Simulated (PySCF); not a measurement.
**Excitation energy of Te by level of theory**

Te [Kr] 4d10 5s2 5p4 (3P) → Te [Kr] 4d10 5s1 5p5 (3P), as a difference of total energies. Computed with PySCF 2.14 in aug-cc-pwCVDZ-PP with ECP28MDF (6s5p4d1f, 48 functions), with a scalar-relativistic core potential. Correlated levels: valence and next inner shell: nothing frozen outside the core potential. The calculations carry no spin-orbit coupling.

```
                                method  excitation energy (cm⁻¹)
                                   UHF                     80533
    MP2 (valence and next inner shell)                     74648
SCS-MP2 (valence and next inner shell)                     73489
   CCSD (valence and next inner shell)                     68945
CCSD(T) (valence and next inner shell)                     64369
```

The upper state lies above the first ionisation limit, where it may autoionise and the basis confines it.

The coupled-cluster amplitudes are large for the upper state (T1 above 0.03 or a double amplitude above 0.15), so a single reference is strained.
